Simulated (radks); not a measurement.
Results of a calculation; reference values are marked as such.
Species: Hg III. Configuration: [Xe] 4f13 5d9 6p2 (not the ground configuration). Level of theory: Dirac Kohn-Sham, BLYP, spin-unpolarised, spherical densities, point nucleus; open shells fill j = l - 1/2 first (a radial shooting solver on a logarithmic mesh with Libxc functionals).

Spin-orbit splittings of the eigenvalues, e(l+1/2) - e(l-1/2), with zeta = 2 splitting/(2l+1) and mean radii in bohr:

shell  occ.  splitting (eV)  zeta (eV)  <r> j=l-1/2  <r> j=l+1/2
2p        6            1948       1299      0.05692      0.06560
3p        6           431.5      287.7       0.1704       0.1863
3d       10           92.41      36.96       0.1621       0.1670
4p        6           105.0      70.01       0.4000       0.4338
4d       10           19.67      7.868       0.4401       0.4510
4f       13           4.325      1.236       0.4707       0.4770
5p        6           19.47      12.98       0.9505        1.040
5d        9           2.301     0.9203        1.312        1.355
6p        2           2.152      1.435        2.621        2.870
